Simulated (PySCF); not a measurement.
## Calculated data, CH5Ge2N, CH7B2Ge, AlBGeH8Si

All values are calculated (PySCF 2.14.0). Calculation on a computer-drawn molecule: the log of a Hartree-Fock and frozen-core CCSD(T) single point meant for a local Hartree-Fock minimum, with one planted fault or none, to be diagnosed. Offsets are logged minus clean, where the clean run is the same molecule without the fault. The reference is restricted for singlets and unrestricted otherwise, and also for a bond in bohr or an excited solution. Adding or removing an electron swaps singlet and doublet. The excited solution moves the top pair (singlet) or top alpha electron (doublet) to the lowest empty orbital. Highest occupied and lowest empty are orbital energies over both spins, largest force is the largest gradient component, triples share is (T) over the correlation energy, the T1 limit is 0.02 restricted and 0.045 unrestricted, electrons count all cores, a negative frequency is imaginary (commonest isotopes), and the dipole is about the centre of nuclear charge; on germanium a core potential holds 10 electrons, which the energies leave out, and 3d is frozen in MP2 and coupled-cluster steps.

Common to all runs: meant multiplicity 1; meant basis and core potential on germanium cc-pVDZ-PP ECP10MDF; logged SCF converged yes; possible faults no fault, one electron removed, one electron added, multiplicity raised by two, geometry at a saddle point, SCF held on an excited solution, minimal basis STO-3G, one bond length entered in bohr, all coordinates scaled.

(1) CH5Ge2N

Logged structure:
```xyz
9
CH5Ge2N
C     -1.2791     1.6419     0.6380
Ge     0.4185     0.9727     1.3056
N      0.9772    -0.5752     1.0702
Ge     1.7918    -2.1032     0.6131
H     -1.9052     1.9622     1.4732
H     -1.7862     0.8563     0.0798
H     -1.1074     2.5027    -0.0116
H      1.2120     1.9950     2.1189
H      1.2500    -2.9891     1.8340
```

```
meant charge                         : 0
meant basis                          : cc-pVDZ
logged electrons                     : 82
logged basis functions               : 99
logged spin squared                  : 2.0304
logged highest occupied              : -6.0013 eV
logged lowest empty                  : 0.25106 eV
logged largest force                 : 0.026487 hartree/bohr
logged T1 diagnostic                 : 0.021617
logged D1 diagnostic                 : 0.092059
logged triples share                 : 0.036359
logged CC converged                  : yes
logged dipole magnitude              : 3.86 debye
logged SCF stable within its kind    : yes
logged energy HF                     : -681.85743 hartree
logged energy CCSD(T)                : -682.38762 hartree
planted fault                        : multiplicity raised by two
HF energy offset from clean run      : 40.11 kcal/mol
CCSD(T) energy offset from clean run : 54.48 kcal/mol
```

Drawn bonds:
```tsv
atom	other atom	order
1	2	1
2	3	2
3	4	1
1	5	1
1	6	1
1	7	1
2	8	1
4	9	1
```

(2) CH7B2Ge

Logged structure:
```xyz
11
CH7B2Ge
B     -2.9311     1.0219    -1.8333
B     -2.1096    -0.0967    -0.8224
C     -1.3643    -1.0193     0.0138
Ge     0.6912    -0.6744    -0.2380
H     -3.2224     2.0830    -1.3818
H     -3.1823     0.6965    -2.9494
H     -1.5112    -2.0663    -0.2722
H     -1.5461    -0.8659     1.0829
H      0.9294     0.7628     0.1912
H      0.9788    -0.9150    -1.7097
H      1.2823    -1.7117     0.6929
```

```
meant charge                      : 1
meant basis                       : cc-pVDZ
logged electrons                  : 54
logged basis functions            : 100
logged spin squared               : 0
logged highest occupied           : -10.037 eV
logged lowest empty               : -12.05 eV
logged largest force              : 0.1358 hartree/bohr
logged CC converged               : no
logged dipole magnitude           : 6.4197 debye
logged SCF stable within its kind : no
logged energy HF                  : -383.84928 hartree
planted fault                     : SCF held on an excited solution
HF energy offset from clean run   : 331.4 kcal/mol
```

Drawn bonds:
```tsv
atom	other atom	order
1	2	1
2	3	1
3	4	1
1	5	1
1	6	1
3	7	1
3	8	1
4	9	1
4	10	1
4	11	1
```

Notes: CCSD not converged.

(3) AlBGeH8Si

Logged structure:
```xyz
12
AlBGeH8Si
B     -1.0881     0.4878    -2.6144
Ge    -1.3708    -0.3572    -0.7417
Al     0.6240    -1.7142    -0.0568
Si    -3.2826    -1.8337    -0.8243
H     -0.9162     1.6656    -2.7573
H     -1.0611    -0.2147    -3.5865
H     -1.6664     0.7094     0.3305
H      1.3088    -2.6944    -1.0930
H      1.1983    -1.6253     1.4137
H     -3.0428    -2.9081    -1.8188
H     -4.5130    -1.1014    -1.2097
H     -3.5119    -2.4662     0.4982
```

```
meant charge                         : 0
meant basis                          : cc-pV(D+d)Z
logged electrons                     : 71
logged basis functions               : 123
logged spin squared                  : 0.7727
logged highest occupied              : -15.174 eV
logged lowest empty                  : -7.3936 eV
logged largest force                 : 0.04375 hartree/bohr
logged T1 diagnostic                 : 0.018229
logged D1 diagnostic                 : 0.071351
logged triples share                 : 0.0264
logged CC converged                  : yes
logged dipole magnitude              : 2.3058 debye
logged SCF stable within its kind    : yes
logged energy HF                     : -853.23177 hartree
logged energy CCSD(T)                : -853.64395 hartree
planted fault                        : one electron removed
HF energy offset from clean run      : 193.8 kcal/mol
CCSD(T) energy offset from clean run : 208.3 kcal/mol
```

Drawn bonds:
```tsv
atom	other atom	order
1	2	1
2	3	1
2	4	1
1	5	1
1	6	1
2	7	1
3	8	1
3	9	1
4	10	1
4	11	1
4	12	1
```
